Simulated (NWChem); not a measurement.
# 1,3,5-trisilacyclohexane (C3H12Si3); SMILES [SiH2]1C[SiH2]C[SiH2]C1

```xyz
18

C      0.7444     1.6299    -0.3881
Si     1.8211     0.1740     0.1659
C      1.0394    -1.4596    -0.3881
Si    -0.7599    -1.6641     0.1659
C     -1.7838    -0.1703    -0.3881
Si    -1.0612     1.4901     0.1659
H      0.7741     1.6948    -1.4852
H      1.1726     2.5670    -0.0084
H      3.2014     0.3053    -0.3871
H      1.9334     0.1849     1.6527
H      1.0807    -1.5178    -1.4852
H      1.6368    -2.2990    -0.0084
H     -1.3363    -2.9252    -0.3871
H     -0.8066    -1.7668     1.6527
H     -2.8094    -0.2680    -0.0084
H     -1.8548    -0.1770    -1.4852
H     -1.1268     1.5820     1.6527
H     -1.8651     2.6198    -0.3871
```
Atoms are numbered in this order, from 1.

Program: NWChem. Pople sets run with spherical d functions. The geometry was optimised at B3LYP/6-31G* (spherical d). GIAO values for the isolated, static molecule; σ is the absolute isotropic shielding, δ = σ(reference) − σ with the isolated reference molecule computed at the same levels (13C: tetramethylsilane, 1H: tetramethylsilane, 29Si: tetramethylsilane).

For level B3LYP/6-31G*:

```
Item         Value
-----------  -----
δ Si2 (ppm)  -19.4
δ H7 (ppm)   -0.39
δ H8 (ppm)   -0.34
δ H9 (ppm)    4.69
δ H10 (ppm)   4.58
```

### Question
What are these values for level PBE/pcSseg-1?

### Answer
The δ Si2 (ppm) comes out as -42.3 and the δ H7 (ppm) comes out as -0.08. The δ H8 (ppm) is -0.16, the δ H9 (ppm) comes out as 4.81 and the δ H10 (ppm) comes out as 4.47.
